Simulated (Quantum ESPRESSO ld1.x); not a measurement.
The mean radii <r> (bohr) of the occupied orbitals of an atom or ion are listed with their occupations. Method: scalar-relativistic Kohn-Sham, LDA (Slater exchange, VWN5 correlation), spin-unpolarised, spherical densities, point nucleus; computed with ld1.x of Quantum ESPRESSO 7.5.

| orbital | occ. | <r> |
|---|---|---|
| 1s | 2 | 0.05037 |
| 2s | 2 | 0.2232 |
| 2p | 5 | 0.1947 |
| 3s | 2 | 0.5920 |
| 3p | 6 | 0.5859 |
| 4p | 1 | 1.263 |

Name the element and its charge.

Answer. Z = 30, zinc, charge +12: Zn12+ in [He] 2s2 2p5 3s2 3p6 4p1. The 1s radius gives Z: for a bare nucleus <r> = (2 gamma + 1)/(2Z) with gamma = sqrt(1 - (Z/c)^2), 0.04919 bohr for Z = 30, and screening makes it slightly larger (0.05037 here). The occupations add up to 18, and the charge is Z minus that.
